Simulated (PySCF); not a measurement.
Vertical excitations of a molecule C2H3ClF2Si from PySCF with TDDFT-PBE/def2-SVPD, as energy in eV (oscillator strength): 5.46 (0.132), 5.77 (0.001), 5.82 (0.003), 6.11 (0.028), 6.41 (0.021), 6.74 (0.001), 6.88 (0.002), 7.13 (0.024), 7.18 (0.012), 7.25 (0.075). Lowest triplet (TDA): 3.82 eV. Coordinates come from a PBE0-D3(BJ)/def2-SVP optimisation. One conformer was computed; it need not be the lowest.

Task: Pick the molecule that these values belong to.
A. F[SiH](F)/C=C\Cl
B. F/C=C(/Cl)[SiH2]F
C. F/C=C(/F)[SiH2]Cl
D. F/C([SiH3])=C(\F)Cl

Result: C, F/C=C(/F)[SiH2]Cl
